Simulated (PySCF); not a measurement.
Cd(OH)(SMe) (CH₄CdOS), SMILES [OH][Cd][S]C. Atoms are numbered in the order given.

```xyz
8

Cd    -0.3414     0.2447     0.3980
O     -1.9118     1.1839     1.1799
H     -1.6924     2.1319     1.2723
S      1.4465    -0.9857    -0.4939
C      1.1476    -0.8450    -2.3075
H      0.1837    -1.2954    -2.6122
H      1.9643    -1.4142    -2.7929
H      1.1986     0.2023    -2.6618
```
Charge 0, spin multiplicity 1.

Geometry optimised at PBE-D3(BJ)/def2-SVP. The structure was generated by enumeration; whether it is a known compound was not checked. The def2 effective core potentials stand for the cores of Cd; spin–orbit coupling is left out. One conformer was computed; it need not be the lowest.

The numbers are results of r2SCAN/def2-TZVPD (PySCF), not measurements.

Mulliken values depend strongly on the basis, most of all with diffuse functions as here. ESP charges are fitted to the potential on shells at 1.4 to 2.0 van der Waals radii. Atomic charges (e):

```json
[
 {"atom": "Cd1", "Mulliken": "0.69", "ESP fit": "0.70"},
 {"atom": "O2", "Mulliken": "-0.74", "ESP fit": "-0.68"},
 {"atom": "H3", "Mulliken": "0.31", "ESP fit": "0.29"},
 {"atom": "S4", "Mulliken": "-0.46", "ESP fit": "-0.37"},
 {"atom": "C5", "Mulliken": "-0.32", "ESP fit": "-0.47"},
 {"atom": "H6", "Mulliken": "0.19", "ESP fit": "0.17"},
 {"atom": "H7", "Mulliken": "0.13", "ESP fit": "0.23"},
 {"atom": "H8", "Mulliken": "0.19", "ESP fit": "0.14"}
]
```
